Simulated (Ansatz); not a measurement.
`[CH3][GaH][S]S`, charge 0, multiplicity 1.

(1) Give a relaxed structure at PBE0-D4/def2-TZVP (Ansatz 0.2.0). (An estimate is asked.)

Answers

(1) Computed: 
Cartesian coordinates in Å:
```
C 1.2535 0.6122 0.0835
Ga -0.2441 0.3219 -1.1355
S -2.1346 -0.5941 -0.4037
S -1.7955 -0.8616 1.6204
H 1.5688 1.6573 0.0467
H 2.1042 0.0000 -0.2264
H 0.9785 0.3522 1.1052
H -0.3320 0.6583 -2.6630
H -1.3987 -2.1461 1.5728
```
This is one stationary point; other conformers may exist.
